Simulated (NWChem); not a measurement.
SnH3O2F; SMILES [F][SnH]([OH])[OH]

```xyz
7

Sn     0.0006    -0.0332    -0.2519
O     -0.1951    -1.8167     0.5404
O      1.6148     0.8326     0.4700
F     -1.4105     1.0978     0.4455
H     -0.1016    -0.1490    -1.9378
H      0.0292    -1.8279     1.4790
H      1.3797     1.6316     0.9593
```
Atoms are numbered in this order, from 1.

All runs: NWChem. Coordinates come from a PBE0/def2-SVP optimisation. No frequency run checked for a minimum. def2 effective core potentials on Sn; no spin-orbit coupling. B3LYP is NWChem's, with the RPA form of VWN correlation. Ions are spin-unrestricted doublets at the neutral geometry; other ion states weren't tried.

Estimate the computed values for B3LYP/def2-SVP. Quantities: −ε(HOMO) (eV).


```yaml
"−ε(HOMO) (eV)": 8.49
```
